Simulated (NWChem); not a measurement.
# CH$_{4}$Cd; SMILES [CH3][CdH]

Results from NWChem. The geometry was optimised at PBE0/def2-SVP. def2 effective core potentials on Cd; no spin-orbit coupling.

Problem. What does the run give for B3LYP/def2-SVP? Quantities: highest occupied level (eV); orbital gap (eV); dipole (D).

Solution. 
- highest occupied level (eV): -7.03
- orbital gap (eV): 6.39
- dipole (D): 0.59
